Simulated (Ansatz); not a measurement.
One geometry of `C=NC(F)[SiH3]`, several functionals.

```yaml
crystal:
  periodic: [false, false, false]
  atoms:
    - {symbol: C, position_ang: [-0.992426, 1.521858, 0.883945]}
    - {symbol: N, position_ang: [-1.059729, 0.498498, 0.148893]}
    - {symbol: C, position_ang: [-0.221345, -0.609054, 0.358351]}
    - {symbol: F, position_ang: [0.574315, -0.530247, 1.509933]}
    - {symbol: Si, position_ang: [0.929002, -0.813820, -1.159868]}
    - {symbol: H, position_ang: [-1.649545, 2.360472, 0.663542]}
    - {symbol: H, position_ang: [-0.311183, 1.608606, 1.732433]}
    - {symbol: H, position_ang: [-0.852903, -1.497867, 0.477021]}
    - {symbol: H, position_ang: [1.713636, 0.435849, -1.312732]}
    - {symbol: H, position_ang: [0.102975, -1.065390, -2.365506]}
    - {symbol: H, position_ang: [1.832501, -1.966004, -0.915411]}
basis:
  gaussian: {orbitals: def2-TZVPP}
hamiltonian: {xc: {name: B97M-V}}
output: {orbitals: {seedname: orbitals}}
```

```sh
$ ansatz run in.yaml --threads 4 --pin off --events-out ev --progress --plain --max-ram 10444MiB
```

Output, abridged:

```
Functional definition: B97M-V
1313 factors; their error is unknown
mean field evaluation 1: about -14249.2138 eV, gradient 4.9e1 eV
mean field evaluation 2: about -14241.9513 eV, gradient 7.3e1 eV
mean field evaluation 4: about -14254.7128 eV, gradient 6.3e0 eV
mean field evaluation 8: about -14254.8104 eV, gradient 2.5e-1 eV
mean field evaluation 16: about -14254.7727 eV, gradient 1.9e-3 eV
mean field -14254.77267912 eV, -523.8532337256 hartree, gradient 2.0e-5 eV, S^2 0.000000; 0 other end points of the search recorded, 0 dependent functions left out
reference -14254.77274423 eV, -523.8532361184 hartree; 24, 24 occupied and 226, 226 virtual orbitals, 1313 factors
Total energy: -14254.77274423 eV, -523.8532361184 hartree
```

It took 10 s on 4 threads of an Arm Neoverse V1 on a shared host, with 0.39 GiB of host memory at the peak.

The same input with `hamiltonian: {xc: {name: B3LYP}, dispersion: d4}` and forces (abridged; 4.4 s):

```
Functional definition: B3LYP
mean field evaluation 16: about -14258.8279 eV, gradient 1.5e-5 eV
mean field -14258.82791563 eV, -524.0022609188 hartree, gradient 1.5e-5 eV, S^2 0.000000
Total energy: -14259.17477244 eV, -524.0150076714 hartree
Atom 0 force    -0.039771     0.240119     0.105686 eV/Å
Atom 1 force    -0.117694     0.049476    -0.053335 eV/Å
Atom 2 force    -0.200096    -0.293610    -0.343639 eV/Å
Atom 3 force     0.254678     0.008542     0.372790 eV/Å
Atom 4 force     0.111155    -0.035838    -0.130090 eV/Å
Atom 5 force     0.052105    -0.040240     0.030792 eV/Å
Atom 6 force    -0.057516     0.010406    -0.056257 eV/Å
Atom 7 force     0.045101     0.051596     0.007775 eV/Å
Atom 8 force    -0.051057    -0.080643     0.009577 eV/Å
Atom 9 force     0.057642     0.016436     0.076929 eV/Å
Atom 10 force    -0.054547     0.073757    -0.020228 eV/Å
Dipole moment:    -0.032969     0.065221    -0.027627 e Å
```

Changing it to `hamiltonian: {xc: {name: wB97X-V}}` (abridged; 8 s):

```
Functional definition: wB97X-V
mean field evaluation 16: about -14254.7975 eV, gradient 9.3e-5 eV
mean field -14254.79748485 eV, -523.8541453196 hartree, gradient 3.7e-5 eV, S^2 0.000000
Total energy: -14254.79748268 eV, -523.8541452399 hartree
```

Changing it to `hamiltonian: {xc: pbe0, dispersion: d4}` (abridged; 2.8 s):

```
Functional definition: PBE0
mean field -14247.68817973 eV, -523.5928831752 hartree, gradient 8.2e-5 eV, S^2 0.000000
Total energy: -14247.86973994 eV, -523.5995553898 hartree
```

The same input with `hamiltonian: {xc: {name: PBE-QIDH}}` (abridged; 6 s):

```
Functional definition: PBE-QIDH
mean field evaluation 16: about -14235.2169 eV, gradient 3.3e-4 eV
mean field -14235.21692863 eV, -523.1345731505 hartree, gradient 7.9e-6 eV, S^2 0.000000
9 core orbitals not correlated: weight in the atoms' cores, before any rotation towards them, 1.000 or more for the frozen orbitals, at most 0.000 for the correlated occupied ones
second order -27.66343269 eV of doubles, -0.00000000 eV of singles
Total energy: -14244.43808597 eV, -523.4734444325 hartree
```

Changing it to `hamiltonian: {xc: {name: r2SCANh}, dispersion: d4}` (abridged; 4.7 s):

```
Functional definition: r2SCANh
mean field evaluation 16: about -14253.6115 eV, gradient 1.3e-5 eV
mean field -14253.61150099 eV, -523.8105612164 hartree, gradient 1.3e-5 eV, S^2 0.000000
Total energy: -14253.66833780 eV, -523.8126499306 hartree
```

B3LYP takes the VWN-RPA correlation (the form of Gaussian; ORCA's B3LYP/G).
